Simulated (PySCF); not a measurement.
`CCC1C[As]([SiH3])C1`, C5H13AsSi

Molfile (atoms numbered from 1):
```
C5H13AsSi
     RDKit          3D

 20 20  0  0  0  0  0  0  0  0999 V2000
   -2.6182    0.2093   -0.5771 C   0  0  0  0  0  0  0  0  0  0  0  0
   -1.7206   -0.6302    0.3244 C   0  0  0  0  0  0  0  0  0  0  0  0
   -0.2465   -0.2785    0.1500 C   0  0  0  0  0  0  0  0  0  0  0  0
    0.7200   -1.0906    1.0229 C   0  0  0  0  0  0  0  0  0  0  0  0
    1.8995    0.4936    1.3195 As  0  0  0  0  0  3  0  0  0  0  0  0
    3.0593    0.3869   -0.7059 Si  0  0  0  0  0  4  0  0  0  0  0  0
    0.1507    1.1347    0.5997 C   0  0  0  0  0  0  0  0  0  0  0  0
   -3.6633   -0.0510   -0.4257 H   0  0  0  0  0  0  0  0  0  0  0  0
   -2.4938    1.2678   -0.3598 H   0  0  0  0  0  0  0  0  0  0  0  0
   -2.3707    0.0439   -1.6239 H   0  0  0  0  0  0  0  0  0  0  0  0
   -1.8637   -1.6907    0.0966 H   0  0  0  0  0  0  0  0  0  0  0  0
   -2.0057   -0.4741    1.3692 H   0  0  0  0  0  0  0  0  0  0  0  0
    0.0168   -0.4128   -0.9042 H   0  0  0  0  0  0  0  0  0  0  0  0
    1.1427   -1.9762    0.5456 H   0  0  0  0  0  0  0  0  0  0  0  0
    0.2429   -1.3957    1.9577 H   0  0  0  0  0  0  0  0  0  0  0  0
    2.2786   -0.0268   -1.8822 H   0  0  0  0  0  0  0  0  0  0  0  0
    3.6352    1.6982   -1.0329 H   0  0  0  0  0  0  0  0  0  0  0  0
    4.1683   -0.5702   -0.5932 H   0  0  0  0  0  0  0  0  0  0  0  0
   -0.4942    1.4828    1.4110 H   0  0  0  0  0  0  0  0  0  0  0  0
    0.1576    1.8903   -0.1875 H   0  0  0  0  0  0  0  0  0  0  0  0
  1  2  1  0
  2  3  1  0
  3  4  1  0
  4  5  1  0
  5  6  1  0
  5  7  1  0
  7  3  1  0
  1  8  1  0
  1  9  1  0
  1 10  1  0
  2 11  1  0
  2 12  1  0
  3 13  1  0
  4 14  1  0
  4 15  1  0
  6 16  1  0
  6 17  1  0
  6 18  1  0
  7 19  1  0
  7 20  1  0
M  END
```

Computed with GIAO HF/pcSseg-1 magnetisability, rotational g tensor and spin-rotation constants, non-relativistic, gas phase in PySCF 2.14.0. Geometry: GFN2-xTB.

The calculation is non-relativistic, which matters for the atoms heavier than Zn.

(1) Give the nuclear spin-rotation constants along the inertial axes (H = +C I·J) beside the isotropic shieldings.

(2) How do the rotational constants and the g tensor change when H8, H9, H10, H11, H12, H13, H14, H15, H16, H17, H18, H19, H20 are replaced by deuterium?

Answers

(1) Rotational constants 2.6876, 0.8242, 0.7435 GHz. A star marks the isotopologue with that one atom substituted, in its own axes.
| atom | isotope | Caa (kHz) | Cbb (kHz) | Ccc (kHz) | mean (kHz) | σ (ppm) |
| --- | --- | --- | --- | --- | --- | --- |
| As5 | 75As | 3.655 | 1.128 | 0.667 | 1.817 | 1721.7 |
| H8 | 1H | 0.034 | -0.088 | -0.082 | -0.045 | 31.1 |
| H9 | 1H | -0.275 | -0.094 | 0.008 | -0.120 | 31.2 |
| H10 | 1H | -0.295 | 0.009 | -0.083 | -0.123 | 31.5 |
| H11 | 1H | -0.266 | -0.095 | 0.011 | -0.117 | 30.9 |
| H12 | 1H | -0.281 | 0.015 | -0.087 | -0.117 | 31.1 |
| H13 | 1H | -0.276 | 0.037 | -0.086 | -0.108 | 29.4 |
| H14 | 1H | -0.268 | -0.075 | -0.005 | -0.116 | 30.5 |
| H15 | 1H | -0.251 | 0.005 | -0.080 | -0.108 | 30.3 |
| H16 | 1H | -0.109 | -0.014 | -0.066 | -0.063 | 28.0 |
| H17 | 1H | -0.172 | -0.070 | -0.002 | -0.081 | 28.2 |
| H18 | 1H | -0.096 | -0.079 | -0.015 | -0.063 | 28.2 |
| H19 | 1H | -0.217 | -0.025 | -0.065 | -0.102 | 30.5 |
| H20 | 1H | -0.286 | -0.036 | -0.035 | -0.119 | 30.4 |
| C1 | 13C* | 0.332 | 0.094 | 0.097 | 0.174 | 180.3 |
| C2 | 13C* | 0.376 | 0.132 | 0.125 | 0.211 | 158.8 |
| C3 | 13C* | 0.407 | 0.159 | 0.113 | 0.226 | 153.0 |
| C4 | 13C* | 0.304 | 0.112 | 0.115 | 0.177 | 173.0 |
| Si6 | 29Si* | -1.305 | -0.390 | -0.398 | -0.697 | 459.2 |

For the geometry as given, no vibrational averaging.

(2) Constants 2.1904, 0.7025, 0.6412 GHz; g -0.0132, -0.0084, -0.0039, against -0.0160, -0.0099, -0.0044 before.
